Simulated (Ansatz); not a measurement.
## Ansatz (development build ahead of 0.2.0) run

```yaml
crystal:
  periodic: [false, false, false]
  atoms:
    - { symbol: Be, position_ang: [0.72446, 0.72566, 0.72515] }
    - { symbol: Be, position_ang: [0.72442, -0.72439, -0.72563] }
    - { symbol: Be, position_ang: [-0.72421, 0.72424, -0.72417] }
    - { symbol: Be, position_ang: [-0.72436, -0.72553, 0.7253] }
basis:
  gaussian: { orbitals: "6-31G" }
magnetization:
  spin_polarized: true
  initial_magnetization: 2
hamiltonian:
  xc: hf
output:
  forces: true
```

The input is written out in the form of the current development build from the run's settings.

Results

```json
{"Converged": "yes", "Total energy": "-58.29619 hartree"}
```

Forces (eV/Å):
| atom | Fx | Fy | Fz |
| --- | --- | --- | --- |
| Be1 | 0.047 | 0.709 | 0.347 |
| Be2 | 0.046 | -0.346 | -0.709 |
| Be3 | 0.316 | 0.254 | -0.254 |
| Be4 | -0.410 | -0.617 | 0.617 |

Caution: the determinant breaks the point group.
